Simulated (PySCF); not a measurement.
Run record: excited-state job, `C=C=CBCC#CC`.

Method: TDDFT CAM-B3LYP/def2-SVPD, vertical, gas phase, core orbitals frozen in the response (PySCF 2.14.0, density-fitted response routines). Geometry: GFN2-xTB. A driver script takes a list of jobs; this job's settings line and coordinates (Å) are shown.

Command:
```bash
OMP_NUM_THREADS=1 python probes_run.py task.json out
```

Input:
```
{"job": {"kind": "uv", "xc": "CAM-B3LYP", "basis": "def2-SVPD", "nstates": 8, "ntriplets": 3}, "charge": 0, "multiplicity": 1}
C      3.589051     1.527279    -0.414670
C      2.436545     0.965245    -0.259528
C      1.291248     0.355869    -0.091532
B      1.178484    -1.146344     0.204864
C     -0.234106    -1.824969     0.438960
C     -1.383488    -0.943951     0.375496
C     -2.313131    -0.189247     0.317658
C     -3.449786     0.707303     0.249781
H      4.056419     1.607603    -1.382584
H      4.132425     1.947034     0.416476
H      0.387694     0.953502    -0.162451
H      2.142136    -1.812928     0.258810
H     -0.369097    -2.625090    -0.299079
H     -0.236821    -2.328101     1.413440
H     -3.133438     1.692711    -0.094174
H     -4.195552     0.316775    -0.443206
H     -3.905582     0.809339     1.234945
```

Problem. What does the run print?

Solution. 
```
coarse grid: 14272 points
cycle   1  E = -296.3915163819  dE =  1.147e+00  |g| = 3.742e-01  |ddm| = 1.356e+01
cycle   2  E = -296.4164033875  dE = -2.489e-02  |g| = 2.677e-01  |ddm| = 3.378e+00
cycle   3  E = -296.4340765046  dE = -1.767e-02  |g| = 7.000e-02  |ddm| = 8.167e-01
cycle   4  E = -296.4350740835  dE = -9.976e-04  |g| = 3.749e-02  |ddm| = 2.248e-01
cycle   5  E = -296.4354245148  dE = -3.504e-04  |g| = 9.251e-03  |ddm| = 1.233e-01
cycle   6  E = -296.4354440235  dE = -1.951e-05  |g| = 3.464e-03  |ddm| = 3.294e-02
cycle   7  E = -296.4354476034  dE = -3.580e-06  |g| = 8.223e-04  |ddm| = 1.197e-02
final grid: 138016 points
cycle   8  E = -296.5008397235  dE = -3.917e-05  |g| = 3.421e-03  |ddm| = 2.224e-01
cycle   9  E = -296.5008411021  dE = -1.379e-06  |g| = 2.699e-03  |ddm| = 2.314e-02
cycle  10  E = -296.5008429607  dE = -1.859e-06  |g| = 2.854e-04  |ddm| = 6.197e-03
cycle  11  E = -296.5008429718  dE = -1.114e-08  |g| = 2.153e-04  |ddm| = 1.129e-03
cycle  12  E = -296.5008429828  dE = -1.095e-08  |g| = 4.410e-05  |ddm| = 4.722e-04
cycle  13  E = -296.5008429832  dE = -4.793e-10  |g| = 1.293e-05  |ddm| = 1.038e-04
converged SCF energy = -296.5008429832

Static polarisability (au): isotropic 101.729, principal 65.983 97.881 141.322

Singlet excitations
state   eV       nm        f      main configurations
  1   4.4649    277.7   0.00014   H-2->L 0.48, H->L 0.48
  2   5.0939    243.4   0.00007   H-2->L 0.46, H->L 0.46
  3   5.3866    230.2   0.02137   H-1->L 0.98
  4   5.9746    207.5   0.37446   H-3->L 0.94
  5   6.5083    190.5   0.00372   H-4->L 0.81
  6   6.6204    187.3   0.03169   H->L+1 0.66, H->L+2 0.12, H->L+3 0.11
  7   6.6502    186.4   0.00007   H->L+8 0.38, H->L+5 0.30
  8   6.7315    184.2   0.00032   H-3->L+2 0.56, H-3->L+3 0.20, H-3->L+4 0.15

Triplet excitations (Tamm-Dancoff, eV): 3.9517 4.1806 4.8551
```

The SCF starts on a coarse grid where the log names one; the energy can jump when the final grid takes over, and dE then counts from the start density on the new grid. H and L stand for HOMO and LUMO; the number after each pair is its weight.

Problem. Give S1 in cm⁻¹ and kJ/mol.

Solution. 4.4649 eV × 8065.54 = 36012 cm⁻¹; × 96.485 = 430.8 kJ/mol.

Summary of the converged run: HOMO -8.26 eV, LUMO -0.55 eV; lowest singlet 4.46 eV; lowest triplet 3.95 eV (Tamm–Dancoff); mean polarisability 101.7 au.

The run took 2.1 min of wall time (with the writing of density and orbital grids) on one thread of an Intel Xeon at 2.70 GHz, shared host, and the process peaked at 1.1 GiB of memory.

One conformer stands for the species.
Labels such as C1 count atoms from 1, the log's own numbers from 0.
